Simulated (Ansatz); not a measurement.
All values below come from B3LYP-D3(BJ)/def2-TZVP in Ansatz (a first-principles code). No frequencies were computed at this level.

Ansatz 0.2 input:
```yaml
crystal:
  periodic: [false, false, false]
  atoms:
    - { symbol: S, position_ang: [1.193487, -0.235393, 1.027937] }
    - { symbol: C, position_ang: [-0.049213, 0.551623, -0.047698] }
    - { symbol: S, position_ang: [-1.117796, -0.613019, -0.954576] }
    - { symbol: H, position_ang: [1.845833, -0.864733, 0.053972] }
    - { symbol: H, position_ang: [-0.659291, 1.177722, 0.598838] }
    - { symbol: H, position_ang: [0.451109, 1.155777, -0.800613] }
    - { symbol: H, position_ang: [-1.664129, -1.171979, 0.12214] }
basis:
  gaussian: { orbitals: def2-tzvp }
hamiltonian:
  xc: b3lyp
  dispersion: d3bj
relax:
  max_steps: 150
```

Output:

```
Functional definition: B3LYP
898 factors; their error is unknown
mean field evaluation 1: about -22771.5138 eV, gradient 3.8e1 eV
mean field evaluation 2: about -22767.6975 eV, gradient 5.2e1 eV
mean field evaluation 4: about -22774.9644 eV, gradient 1.3e0 eV
mean field evaluation 8: about -22774.9951 eV, gradient 3.9e-2 eV
mean field evaluation 16: about -22774.9951 eV, gradient 3.9e-5 eV
mean field -22774.99514092 eV, -836.9656339827 hartree, gradient 3.9e-5 eV, S^2 0.000000; 0 other end points of the search recorded, 0 dependent functions left out
reference -22774.99536340 eV, -836.9656421586 hartree; 21, 21 occupied and 108, 108 virtual orbitals, 898 factors
relax step   1: F+E_penalty+E_count = -22775.27784317 eV  Δ(F+E_penalty+E_count) = +0.000e0 eV  max|allowed force component| = 3.852e-1 eV/Å  Δτ_max = 0.0000 Å  (28 SCF iters, accepted)
these checks for a lower state are left out or cut short: starts, cluster_reference, orbital_swaps, neighbouring_geometries, increment
898 factors; their error is unknown
mean field -22775.01174416 eV, -836.9662441403 hartree, gradient 2.0e-5 eV, S^2 0.000000; 0 other end points of the search recorded, 0 dependent functions left out
reference -22775.01196708 eV, -836.9662523326 hartree; 21, 21 occupied and 108, 108 virtual orbitals, 898 factors
relax step   2: F+E_penalty+E_count = -22775.29298026 eV  Δ(F+E_penalty+E_count) = -1.514e-2 eV  max|allowed force component| = 1.020e-1 eV/Å  Δτ_max = 0.0684 Å  (29 SCF iters, accepted)
these checks for a lower state are left out or cut short: starts, cluster_reference, orbital_swaps, neighbouring_geometries, increment
898 factors; their error is unknown
mean field evaluation 32: about -22775.0129 eV, gradient 1.6e-5 eV
mean field -22775.01290213 eV, -836.9662866949 hartree, gradient 1.6e-5 eV, S^2 0.000000; 0 other end points of the search recorded, 0 dependent functions left out
reference -22775.01312461 eV, -836.9662948712 hartree; 21, 21 occupied and 108, 108 virtual orbitals, 898 factors
relax step   3: F+E_penalty+E_count = -22775.29452656 eV  Δ(F+E_penalty+E_count) = -1.546e-3 eV  max|allowed force component| = 8.126e-2 eV/Å  Δτ_max = 0.0182 Å  (31 SCF iters, accepted)
these checks for a lower state are left out or cut short: starts, cluster_reference, orbital_swaps, neighbouring_geometries, increment
898 factors; their error is unknown
mean field -22775.01277123 eV, -836.9662818845 hartree, gradient 1.6e-5 eV, S^2 0.000000; 0 other end points of the search recorded, 0 dependent functions left out
reference -22775.01299359 eV, -836.9662900561 hartree; 21, 21 occupied and 108, 108 virtual orbitals, 898 factors
relax step   4: F+E_penalty+E_count = -22775.29481427 eV  Δ(F+E_penalty+E_count) = -2.877e-4 eV  max|allowed force component| = 3.280e-2 eV/Å  Δτ_max = 0.0112 Å  (31 SCF iters, accepted)
these checks for a lower state are left out or cut short: starts, cluster_reference, orbital_swaps, neighbouring_geometries, increment
898 factors; their error is unknown
mean field -22775.01267714 eV, -836.9662784268 hartree, gradient 1.6e-5 eV, S^2 0.000000; 0 other end points of the search recorded, 0 dependent functions left out
reference -22775.01289939 eV, -836.9662865945 hartree; 21, 21 occupied and 108, 108 virtual orbitals, 898 factors
relax step   5: F+E_penalty+E_count = -22775.29485619 eV  Δ(F+E_penalty+E_count) = -4.192e-5 eV  max|allowed force component| = 2.896e-3 eV/Å  Δτ_max = 0.0063 Å  (31 SCF iters, accepted)
898 factors; their error is unknown
mean field evaluation 64: about -22775.0127 eV, gradient 3.9e-5 eV
mean field -22775.01267714 eV, -836.9662784268 hartree, gradient 2.2e-5 eV, S^2 0.000000; 1 other end points of the search recorded, 0 dependent functions left out
reference -22775.01289939 eV, -836.9662865945 hartree; 21, 21 occupied and 108, 108 virtual orbitals, 898 factors
Total energy: -22775.29507844 eV, -836.9766564832 hartree
Atom 0 at     1.204611    -0.194400     1.029385 Å, force     0.001571    -0.001740    -0.002615 eV/Å
Atom 1 at    -0.050223     0.562946    -0.048677 Å, force     0.000166    -0.001861     0.000161 eV/Å
Atom 2 at    -1.135926    -0.575474    -0.962815 Å, force    -0.001280    -0.001518     0.002896 eV/Å
Atom 3 at     1.787360    -0.943844     0.078927 Å, force    -0.001288     0.001628     0.002322 eV/Å
Atom 4 at    -0.635121     1.210518     0.601282 Å, force    -0.000989     0.000980     0.000126 eV/Å
Atom 5 at     0.421592     1.182913    -0.808239 Å, force     0.000803     0.001102    -0.000306 eV/Å
Atom 6 at    -1.592293    -1.242660     0.110137 Å, force     0.001017     0.001409    -0.002585 eV/Å
Dipole moment:    -0.008038     0.090100    -0.007791 e Å
```

Cost: very roughly 20 core-seconds.
